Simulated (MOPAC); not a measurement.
Job for MOPAC: AM1 on Ge2H8 (a complex).

```
AM1 1SCF PRECISE CHARGE=0 THREADS=1
Ge2H8

Ge     0.12721440 1    -0.06567561 1     0.38920267 1
H      0.50711535 1     0.36237339 1    -1.03629169 1
H      1.20839491 1    -0.99935054 1     0.95173922 1
H     -1.22211318 1    -0.79753565 1     0.36392592 1
H      0.01642066 1     1.17908033 1     1.28262354 1
Ge    -0.12668953 1     0.06541114 1     4.51067753 1
H      1.34764690 1     0.25096760 1     4.12550746 1
H     -0.77813680 1    -0.94708402 1     3.55678877 1
H     -0.85920895 1     1.41057008 1     4.40420966 1
H     -0.22083784 1    -0.45875123 1     5.95166577 1
```

The log:

```
*******************************************************************************
 **                                                                           **
 **                              MOPAC v23.2.5                                **
 **                                                                           **
 *******************************************************************************
 ** MOPAC's Digital Object Identifier: https://doi.org/10.5281/zenodo.6511958 **
 **                                                                           **
 ** Please cite the open-source release paper for use of this MOPAC version:  **
 ** J. E. Moussa and J. J. P. Stewart (2026)                                  **
 ** MOPAC: An open-source semiempirical molecular orbital program             **
 ** J. Open Source Softw., 11(119), 8025, https://doi.org/10.21105/joss.08025 **
 *******************************************************************************

                              AM1 CALCULATION RESULTS

 *******************************************************************************
 *  AM1        - The AM1 Hamiltonian to be used
 *
 *
 *
 *                 CHARGE ON SYSTEM = 0
 *
 *
 *
 *  PRECISE    - TIGHTER CRITERIA TO BE USED
 *  1SCF       - DO 1 SCF AND THEN STOP
 *  THREADS=1  - MULTI-THREADING NOT USED
 *  T=         - A TIME OF 172800.0 SECONDS REQUESTED
 *  DUMP=N     - RESTART FILE WRITTEN EVERY 7200.0 SECONDS REQUESTED
 *******************************************************************************
AM1 1SCF PRECISE CHARGE=0 THREADS=1
 Ge2H8

   ATOM   CHEMICAL          X               Y               Z
  NUMBER   SYMBOL      (ANGSTROMS)     (ANGSTROMS)     (ANGSTROMS)

     1      Ge          0.12721440  *  -0.06567561  *   0.38920267  *
     2       H          0.50711535  *   0.36237339  *  -1.03629169  *
     3       H          1.20839491  *  -0.99935054  *   0.95173922  *
     4       H         -1.22211318  *  -0.79753565  *   0.36392592  *
     5       H          0.01642066  *   1.17908033  *   1.28262354  *
     6      Ge         -0.12668953  *   0.06541114  *   4.51067753  *
     7       H          1.34764690  *   0.25096760  *   4.12550746  *
     8       H         -0.77813680  *  -0.94708402  *   3.55678877  *
     9       H         -0.85920895  *   1.41057008  *   4.40420966  *
    10       H         -0.22083784  *  -0.45875123  *   5.95166577  *



          CARTESIAN COORDINATES

    NO.       ATOM           X           Y           Z

     1        Ge          0.1272     -0.0657      0.3892
     2         H          0.5071      0.3624     -1.0363
     3         H          1.2084     -0.9994      0.9517
     4         H         -1.2221     -0.7975      0.3639
     5         H          0.0164      1.1791      1.2826
     6        Ge         -0.1267      0.0654      4.5107
     7         H          1.3476      0.2510      4.1255
     8         H         -0.7781     -0.9471      3.5568
     9         H         -0.8592      1.4106      4.4042
    10         H         -0.2208     -0.4588      5.9517

  H: (AM1): M.J.S. DEWAR ET AL, J. AM. CHEM. SOC. 107 3902-3909 (1985)
 Ge: (AM1): M.J.S.Dewar and C.Jie, Organometallics, 8, 1544, (1989)

           Empirical Formula: H8 Ge2  =    10 atoms



      MOLECULAR POINT GROUP   :   C1


      RHF CALCULATION, NO. OF DOUBLY OCCUPIED LEVELS = 8


 -------------------------------------------------------------------------------
 AM1 1SCF PRECISE CHARGE=0 THREADS=1
 Ge2H8



     1SCF WAS SPECIFIED, SO BFGS WAS NOT USED
     SCF FIELD WAS ACHIEVED


                              AM1 CALCULATION
                                                       MOPAC v23.2.5 Linux




          FINAL HEAT OF FORMATION =         57.67123 KCAL/MOL =     241.29642 KJ/MOL


          COSMO AREA              =        141.88 SQUARE ANGSTROMS
          COSMO VOLUME            =        133.88 CUBIC ANGSTROMS

          IONIZATION POTENTIAL    =         11.379149 EV
          HOMO LUMO ENERGIES (EV) =        -11.379  0.847
          NO. OF FILLED LEVELS    =          8
          MOLECULAR WEIGHT        =        153.2432         POINT GROUP:  C1

          MOLECULAR DIMENSIONS (Angstroms)

            Atom       Atom       Distance
            H    10    H     2     7.07359
            H     3    H     9     3.28967
            H     4    H     7     3.26862


          SCF CALCULATIONS        =          1





   ATOM   CHEMICAL          X               Y               Z
  NUMBER   SYMBOL      (ANGSTROMS)     (ANGSTROMS)     (ANGSTROMS)

     1      Ge          0.12721440  *  -0.06567561  *   0.38920267  *
     2       H          0.50711535  *   0.36237339  *  -1.03629169  *
     3       H          1.20839491  *  -0.99935054  *   0.95173922  *
     4       H         -1.22211318  *  -0.79753565  *   0.36392592  *
     5       H          0.01642066  *   1.17908033  *   1.28262354  *
     6      Ge         -0.12668953  *   0.06541114  *   4.51067753  *
     7       H          1.34764690  *   0.25096760  *   4.12550746  *
     8       H         -0.77813680  *  -0.94708402  *   3.55678877  *
     9       H         -0.85920895  *   1.41057008  *   4.40420966  *
    10       H         -0.22083784  *  -0.45875123  *   5.95166577  *

                             CARTESIAN COORDINATES

   1   Ge        0.127214400    -0.065675610     0.389202670
   2    H        0.507115350     0.362373390    -1.036291690
   3    H        1.208394910    -0.999350540     0.951739220
   4    H       -1.222113180    -0.797535650     0.363925920
   5    H        0.016420660     1.179080330     1.282623540
   6   Ge       -0.126689530     0.065411140     4.510677530
   7    H        1.347646900     0.250967600     4.125507460
   8    H       -0.778136800    -0.947084020     3.556788770
   9    H       -0.859208950     1.410570080     4.404209660
  10    H       -0.220837840    -0.458751230     5.951665770


           Empirical Formula: H8 Ge2  =    10 atoms



      MOLECULAR POINT GROUP   :   C1


                  EIGENVALUES
 -16.92425 -14.89985 -11.63838 -11.61080 -11.58051 -11.49888 -11.46411 -11.37915
   0.84733   0.88320   0.90061   0.90344   0.91187   0.92570   3.02035   3.04673


              NET ATOMIC CHARGES AND DIPOLE CONTRIBUTIONS

  ATOM NO.   TYPE          CHARGE      No. of ELECS.   s-Pop       p-Pop
    1         Ge          -0.009206        4.0092     0.94528     3.06392
    2          H           0.003361        0.9966     0.99664
    3          H           0.001754        0.9982     0.99825
    4          H           0.001787        0.9982     0.99821
    5          H           0.002296        0.9977     0.99770
    6         Ge          -0.009314        4.0093     0.94529     3.06402
    7          H           0.001753        0.9982     0.99825
    8          H           0.002327        0.9977     0.99767
    9          H           0.001842        0.9982     0.99816
   10          H           0.003400        0.9966     0.99660
 DIPOLE           X         Y         Z       TOTAL
 POINT-CHG.    -0.000     0.000     0.000     0.000
 HYBRID        -0.001     0.000    -0.000     0.001
 SUM           -0.001     0.000     0.000     0.001


          ATOMIC ORBITAL ELECTRON POPULATIONS

     Atom    s        px        py        pz
    1 Ge   0.94528   1.02116   1.02059   1.02217
    2  H   0.99664
    3  H   0.99825
    4  H   0.99821
    5  H   0.99770
    6 Ge   0.94529   1.02081   1.02097   1.02224
    7  H   0.99825
    8  H   0.99767
    9  H   0.99816
   10  H   0.99660

 **********************
 *                    *
 * JOB ENDED NORMALLY *
 *                    *
 **********************




 == MOPAC DONE ==
```

The run finished.

Cost: roughly 0.03 core-seconds.
